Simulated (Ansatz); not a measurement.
A nudged elastic band was laid between two geometries of CH$_{8}$BFGeSi (13 atoms, charge 0, multiplicity 1).

Computed with RKS B3LYP-D4/def2-SVP (Ansatz 0.2.0).

| Item | Value |
| --- | --- |
| movable images | 9 |
| climbing image | yes |
| spring | 5.0 eV/Å² |
| optimiser | fire |
| start path | IDPP |
| force threshold | 0.03 eV/Å |
| iteration limit | 60 |
| end points | relaxed |
| largest step | 0.02 Å |

Initial state:

```xyz
13
Properties=species:S:1:pos:R:3
B -0.282 2.037 -0.154
C -1.215 0.846 0.167
Si -0.553 -0.773 -0.555
F -1.659 -1.929 -0.207
Ge 1.520 -1.424 0.439
H 0.638 2.314 0.579
H -0.415 2.672 -1.173
H -2.218 0.937 -0.287
H -1.304 0.638 1.247
H -0.455 -0.687 -2.040
H 1.946 -2.836 -0.011
H 2.622 -0.421 0.032
H 1.395 -1.410 1.977
```

Final state:

```xyz
13
Properties=species:S:1:pos:R:3
B -0.844 1.720 0.699
C -1.433 0.358 0.263
Si -0.278 -0.553 -0.927
F -0.997 -1.980 -1.285
Ge 1.845 -1.026 0.064
H -0.095 1.791 1.644
H -1.074 2.726 0.072
H -2.381 0.441 -0.297
H -1.549 -0.351 1.102
H -0.139 0.199 -2.206
H 1.656 -1.724 1.427
H 2.704 -1.933 -0.840
H 2.606 0.297 0.299
```

**Question.** What changes between the two ends?

**Answer.** No bond is made or broken. The dihedral F4–Si3–Ge5–H11 goes from 55 to -66°.

**Question.** What energy profile does the band end with?

**Answer.** The run converged. The highest image is number 5 of 0 to 10, 3.9 kJ/mol above the ends, which have the same energy within 2 meV. Another band between the same ends (9 images) ends at a top of the same energy, where a vibrational analysis finds 1 clearly imaginary mode.

| image | path coordinate (Å) | energy (kJ/mol) | dihedral F4–Si3–Ge5–H11 (°) |
| --- | --- | --- | --- |
| 0 | 0.00 | 0.0 | 55 |
| 1 | 0.49 | 0.3 | 43 |
| 2 | 0.97 | 1.3 | 31 |
| 3 | 1.46 | 2.6 | 19 |
| 4 | 1.94 | 3.6 | 6 |
| 5 | 2.43 | 3.9 | -6 |
| 6 | 2.91 | 3.5 | -18 |
| 7 | 3.39 | 2.5 | -30 |
| 8 | 3.87 | 1.3 | -42 |
| 9 | 4.35 | 0.4 | -54 |
| 10 | 4.84 | 0.0 | -66 |

**Question.** What is the geometry of the highest image?

**Answer.** 
```xyz
13
Properties=species:S:1:pos:R:3
B -0.743 1.865 0.516
C -1.400 0.489 0.261
Si -0.325 -0.606 -0.844
F -1.151 -2.002 -1.065
Ge 1.786 -1.167 0.144
H 0.022 2.020 1.438
H -0.931 2.791 -0.236
H -2.351 0.552 -0.297
H -1.537 -0.107 1.180
H -0.152 0.016 -2.187
H 1.837 -2.668 0.489
H 2.946 -0.857 -0.825
H 2.020 -0.362 1.439
```

Time of the run: 4.2 min on 2 threads of AMD EPYC 9R45 96-Core Processor (Zen 5), on a shared host, peak memory 0.41 GiB.
